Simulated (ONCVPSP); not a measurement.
Plane-wave convergence, ONCV potential for aluminium (Al)

ONCVPSP 4.0.1 input, shortened (lines: element, Z, core and valence counts, functional; n l f; lmax; l rc ep ncon nbas qcut; lloc lpopt rc5 dvloc0; l nproj debl; icmod fcfact rcfact), PBE, scalar-relativistic:

```
  Al 13.00    1    3        4      upf
    1    0    2.00
    2    0    2.00
    2    1    6.00
    3    0    1.00
    1
    0    1.25    0.00    3    7   10.80
    1    0.85    0.00    3    6   17.70
    4    3    0.80   -1.00
    0    3    1.10
    1    2    2.20
    0    0.00    0.00
```

In the p channel the program set the typed energies aside and used -3.317, 0.250 Ha.

For each optimised wave give the share of its norm inside rc, the residual kinetic energy above qcut (Ha) and the cutoffs (Ha) for errors of 10, 1, 0.1 and 0.01 mHa per electron.

```tsv
wave	norm inside rc	residual KE	10 mHa	1 mHa	0.1 mHa	0.01 mHa
2s	0.971	5.0e-09	20.6	27.7	34.1	39.6
3s	0.088	6.2e-08	14.7	21.3	27.3	32.5
s projector 3	0.050	3.8e-08	13.3	19.8	25.5	30.4
2p	0.818	4.0e-07	90.7	111.2	127.8	141.3
p projector 2	0.022	8.9e-08	64.4	91.3	113.1	130.3
```

The occupied waves need 111 Ha and 128 Ha for 1 and 0.1 mHa.
